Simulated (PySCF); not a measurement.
These compounds are isomers of formula C5H10OSi.

A. `C[C@H]1C=CO[SiH2]C1`
B. `CC(=O)[C@@H]1C[C@@H]1[SiH3]`
C. `CO/C=C/[C@@H]1C[SiH2]1`

Spectrum 1. ¹H NMR (500 MHz, computed): δ 6.50 (d, 1H), 5.19 (m, 1H), 5.14 (m, 1H), 4.62 (m, 1H), 2.48 (m, 1H), 1.18 (d, 3H), 0.73 (m, 1H), 0.63 (m, 1H). ¹³C{¹H} NMR (computed): δ 149.4 (CH), 115.3 (CH), 28.4 (CH3), 27.8 (CH), 17.9 (CH2).

Spectrum 2. ¹H NMR (500 MHz, computed): δ 6.17 (d, 1H), 5.36 (m, 1H), 3.60 (s, 3H), 2.99 (m, 1H), 2.27 (m, 1H), 1.43 (m, 1H), 0.97 (m, 1H), 0.65 (m, 1H). ¹³C{¹H} NMR (computed): δ 150.4 (CH), 108.7 (CH), 55.2 (CH3), 8.3 (CH), 3.8 (CH2).

Spectrum 3. ¹H NMR (500 MHz, computed): δ 4.12 (d, 3H), 2.38 (s, 3H), 1.97 (m, 1H), 1.43 (m, 1H), 0.56 (m, 1H), 0.51 (m, 1H). ¹³C{¹H} NMR (computed): δ 217.3 (C), 32.8 (CH3), 26.4 (CH), 23.5 (CH2), 8.2 (CH).

One computed conformer, averaged over atoms made equivalent by symmetry, fast rotation or ring inversion, isolated molecule, non-relativistic. Shielding tensors at PBE0/pcSseg-1 (GIAO); GFN2-xTB structure; PySCF 2.14.0 with density-fitted response routines.

Scale: ¹H (σ = 31.72 ppm) and ¹³C (σ = 186.93 ppm) against TMS (reference shieldings calculated alike). Where no couplings were computed, multiplicities follow the n + 1 count of equivalent neighbours, and m marks all less simple cases (inequivalent or close neighbours, rings, F or P nearby). Shifts are as computed. Against solution values, carbons near 30 ppm lie about +3 ppm off and those near 130 ppm about +5 ppm. Of 1309 compounds with measured shifts, 239 miss one by over three times the rms of a fit or turn the order of signals round; such compounds aren't used in these exercises.

Task: Match each spectrum to its structure.

Result: 1–A, 2–C, 3–B.

- Spectrum 1 (A): 5 ¹³C signals; δC 149.4 is an alkene carbon bearing oxygen; δC 28.4 is a methyl carbon.
- Spectrum 2 (C): 5 ¹³C signals; δC 150.4 is an alkene carbon bearing oxygen; δC 108.7 is a β carbon of an enol-ether or enamine type C=C.
- Spectrum 3 (B): 5 ¹³C signals; δC 217.3 is a ketone carbonyl carbon; δC 32.8 is a methyl carbon α to a carbonyl.
